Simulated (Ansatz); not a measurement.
Consider the ligand exchange at the Si–Cl bond: `B[Se][SiH2]Cl` + H–F → `B[Se][SiH2]F` + HCl.

Gas-phase electronic energies from Ansatz, PBE0-D4/def2-TZVP geometries. CBS: MP2 limit from def2 TZ/QZ plus the TZ coupled-cluster correction, frozen cores. This one scheme is used for every species. Functionals use def2-TZVPP. For Se outer-core shells are correlated without core-valence functions, which leaves a few kJ/mol of doubt a bond. Scalar relativity is left out up to krypton. Each species was taken in one conformer, which may not be the lowest.

`B[Se][SiH2]Cl`:

```xyz
8

B    -1.523   -0.034   -0.981
Se    0.217    0.684   -1.324
Si    1.144    0.179    0.698
Cl    1.830   -1.753    0.740
H    -2.312    0.050   -1.868
H    -1.784   -0.527    0.071
H     2.302    1.075    0.905
H     0.126    0.327    1.759
```

H–F:

Cartesian coordinates in Å:
```
F -0.112 0.343 0.285
H 0.112 -0.343 -0.285
```

`B[Se][SiH2]F`:

```xyz
8

B     1.413   -0.113    1.100
Se   -0.362   -0.830    1.174
Si   -1.120    0.077   -0.771
F    -0.756   -0.876   -2.000
H     2.142   -0.410    1.992
H     1.747    0.597    0.203
H    -0.470    1.384   -1.001
H    -2.595    0.170   -0.697
```

HCl:

Z-matrix (Å, degrees):
```
Cl
H 1 1.279
```

```
             level  ΔE (kcal/mol)
         r2SCAN-D4           -9.1
            r2SCAN           -9.4
     HF/def2-TZVPP          -12.2
CCSD(T)/def2-TZVPP           -9.3
```

Question: What does CCSD(T)/CBS give? (An estimate is asked.)

Answer: The calculation gave: -8.3 kcal/mol. The listed levels differ from it by -0.8, -1.1, -3.9, -1.0 kcal/mol.

Largest T1 diagnostic among the species: 0.013.

In def2-TZVPP, CCSD(T) changes the Hartree–Fock value by +2.9 kcal/mol (the triples alone add +0.6 kcal/mol) and MP2 by +4.3 kcal/mol. The D4 term adds +1.6 kcal/mol with B3LYP and +0.8 kcal/mol with PBE0; it sums over pairs of atoms, weighted by their polarisabilities, and B3LYP, whose exchange is more repulsive, gets the larger term.

B3LYP here is the variant with VWN-RPA as its local correlation; programs differ in this.
